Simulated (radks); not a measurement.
Removal energies from neutral selenium, [Ar] 3d10 4s2 4p4, by Delta-SCF beside the eigenvalue of the level emptied. Calculated with a radial shooting solver on a logarithmic mesh with Libxc functionals: scalar-relativistic Kohn-Sham, LDA (Slater exchange, Perdew-Wang correlation), spin-polarised, spherical densities, finite nucleus; Fermi nuclear charge, rms radius of each element as measured or else 0.836 A^(1/3) + 0.57 fm. Open shells are filled with parallel spins first.

\begin{tabular}{lrrr}
removed from & final configuration & Delta-SCF (eV) & -eigenvalue (eV) \\ \hline
4p & [Ar] 3d10 4s2 4p3 & 9.905 & 5.901 \\
4s & [Ar] 3d10 4s1 4p4 & 21.383 & 16.666 \\
3d & [Ar] 3d9 4s2 4p4 & 63.740 & 53.155 \\
3p & [Ne] 3s2 3p5 3d10 4s2 4p4 & 163.44 & 152.50 \\
\end{tabular}
